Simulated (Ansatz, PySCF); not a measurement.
Process, species as SMILES: FB(Cl)Cl [dichloro(fluoro)borane] → F[B]Cl + Cl atom (the B-Cl bond at the site shown breaks; other sites are not compared here)
Geometries: B3LYP-D3(BJ)/def2-TZVP minima from Ansatz (a program for electronic structure). Frequencies are from Ansatz.

Quantity: bond dissociation energy (0 K, with B3LYP-D3(BJ) harmonic zero-point energies), in kJ/mol. Cores are frozen in the correlated levels unless marked. UHF or UKS for open shells. Spin-orbit coupling is left out. No relativistic terms. Basis-set limits of correlation are two-point, X^-3; Hartree-Fock from the larger set.

```tsv
level	program	bond dissociation energy (kJ/mol)
PBE/def2-TZVPD	Ansatz	496.3
BLYP/def2-TZVPD	Ansatz	467.9
revPBE-D3(BJ)/def2-TZVPD	Ansatz + dftd3	483.4
BP86/def2-TZVPD	PySCF	489.3
TPSS-D4/def2-TZVPD	PySCF + dftd4	486.5
PBE0-D4/def2-TZVP	Ansatz + dftd4	498.5
BHLYP/def2-TZVPD	Ansatz	469.8
```

### Question
What does CCSD(T)/CBS(cc-pV(T+d)Z,cc-pV(Q+d)Z) (Ansatz) give?

### Answer
505.3 kJ/mol, so BHLYP/def2-TZVPD differs from it by -35.5 kJ/mol.
